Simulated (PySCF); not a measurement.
Level of theory: B3LYP-D3(BJ)/def2-TZVP // PBE-D3(BJ)/def2-SVP run with PySCF. All species are isolated molecules in the gas phase. B3LYP has the VWN-RPA correlation part, as in Gaussian. 

Reference species: [Hf(F)4] (neutral, multiplicity 1).

* **LUMO**: -1.35 eV
* **coordination number**: 4

Changed species: [Hf(H)4] (4 of 4 F replaced by H; the reference has 0 of 4 F replaced by H).

Q: What does the change do to the LUMO and coordination number?

A: the LUMO drops by 1.01 eV, to -2.36 eV; the coordination number stays essentially unchanged.
